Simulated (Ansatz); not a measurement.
`C#[C][Ti]([F])([F])[F]` + `NC[SiH2]F` → `[F][Ti]([F])([F])[F]` + `C#C[SiH2]CN`  (redistribution)

Calculated with Ansatz (gas phase, PBE0-D4/def2-TZVP geometries, no zero-point term in ΔE). CCSD(T)/CBS adds triple-zeta CCSD(T) − MP2 to the extrapolated MP2 energy (def2 sets, frozen cores). DFT in def2-TZVPP. For Ti outer-core shells are correlated without core-valence functions, which leaves a few kJ/mol of doubt a bond. Scalar relativity is left out up to krypton. Each species was taken in one conformer, which may not be the lowest.

`C#[C][Ti]([F])([F])[F]`:

```xyz
7

C     0.857   -1.503   -1.187
C     0.361   -0.634   -0.500
Ti   -0.459    0.804    0.635
F     0.792    1.917    1.105
F    -1.168    0.063    2.039
F    -1.676    1.620   -0.301
H     1.294   -2.267   -1.790
```

`NC[SiH2]F`:

```xyz
10

N     0.386   -0.748    1.198
C    -0.541    0.124    0.479
Si    0.157    0.247   -1.253
F    -0.616    1.374   -2.095
H     1.251   -0.268    1.406
H    -0.002   -1.068    2.076
H    -1.514   -0.371    0.413
H    -0.718    1.108    0.936
H     1.589    0.639   -1.185
H     0.009   -1.038   -1.975
```

`[F][Ti]([F])([F])[F]`:

Cartesian coordinates in Å:
```
F 1.190 -1.042 -0.724
Ti 0.000 0.000 0.000
F 0.799 1.285 0.859
F -0.977 -0.918 1.108
F -1.012 0.675 -1.243
```

`C#C[SiH2]CN`:

```xyz
12

C     1.182    2.453   -0.284
C     1.115    1.251   -0.373
Si    0.953   -0.569   -0.478
C    -0.561   -1.079    0.511
N    -1.733   -0.359    0.033
H     1.251    3.514   -0.211
H     0.821   -0.946   -1.907
H     2.179   -1.187    0.092
H    -0.704   -2.153    0.342
H    -0.342   -0.959    1.584
H    -1.601    0.640    0.126
H    -2.558   -0.607    0.563
```

CCSD(T)/CBS gives -41.7 kJ/mol.

**Question.** Another level gave -43.9 kJ/mol. Which?
A. SCS-MP2/def2-TZVPP
B. PBE-D4/def2-TZVPP
C. HF/def2-TZVPP
D. ωB97X-V/def2-TZVPP

**Answer.** A. SCS-MP2/def2-TZVPP -43.9, ωB97X-V -55.8, PBE-D4 -60.8, HF/def2-TZVPP -36.3 kJ/mol.

Largest T1 diagnostic among the species: 0.023, so the coupled-cluster value is less sure than usual.

From PBE to PBE0 (25 % exact exchange), in def2-TZVPP and without D4, ΔE moves by +4.6 kJ/mol. In def2-TZVPP, CCSD(T) changes the Hartree–Fock value by −8.7 kJ/mol (the triples alone add −1.0 kJ/mol) and MP2 by −10.8 kJ/mol.
